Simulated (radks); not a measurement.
Species: Ce52+. Configuration: [He] 2s2 2p2. Calculated with a radial shooting solver on a logarithmic mesh with Libxc functionals: scalar-relativistic Kohn-Sham, PBE, spin-unpolarised, spherical densities, point nucleus.

Radial electron density D(r) = 4 pi r^2 rho(r):

| r (bohr) | D(r) (e/bohr) |
|---|---|
| 0.002031 | 8.762 |
| 0.002521 | 12.24 |
| 0.003129 | 16.85 |
| 0.003883 | 22.82 |
| 0.004819 | 30.24 |
| 0.005981 | 39.02 |
| 0.007423 | 48.73 |
| 0.00914 | 58.07 |
| 0.01134 | 66.31 |
| 0.01408 | 71.19 |
| 0.01747 | 70.94 |
| 0.02169 | 64.88 |
| 0.02691 | 54.39 |
| 0.0334 | 43.30 |
| 0.04113 | 36.56 |
| 0.05104 | 36.34 |
| 0.06335 | 40.89 |
| 0.07862 | 43.56 |
| 0.09758 | 38.36 |
| 0.1211 | 25.79 |
| 0.1503 | 12.41 |
| 0.1851 | 4.186 |
| 0.2297 | 0.8351 |
| 0.285 | 0.09102 |
| 0.3538 | 0.004716 |

D(r) has 2 maxima, at r = 0.0156, 0.0774 bohr, and minima at 0.0460 bohr, inside which lie 2.22 electrons.
